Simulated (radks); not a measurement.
All-electron atom: O+ in [He] 2s2 2p2 4p1 (not the ground configuration). Calculated with a radial shooting solver on a logarithmic mesh with Libxc functionals: scalar-relativistic Kohn-Sham, PBE, spin-polarised, spherical densities, finite nucleus; open shells are filled with parallel spins first; Fermi nuclear charge, rms radius 2.6991 fm. Some entries of the table are withheld. Estimate them.

orbital  occ.  eigenvalue (eV)  <r> (bohr)
1s up       1        -553.5544      0.1996
1s down     1        -551.7580      0.1991
2s up       1              (1)         (2)
2s down     1              (3)         (4)
2p up       2         -40.8212      0.9913
2p down     0         -35.9992       1.029
4p up       1          -3.9976       7.958

Answer. 
(1) 2s up eigenvalue (eV): -55.8657
(2) 2s up <r> (bohr): 1.022
(3) 2s down eigenvalue (eV): -51.1149
(4) 2s down <r> (bohr): 1.045
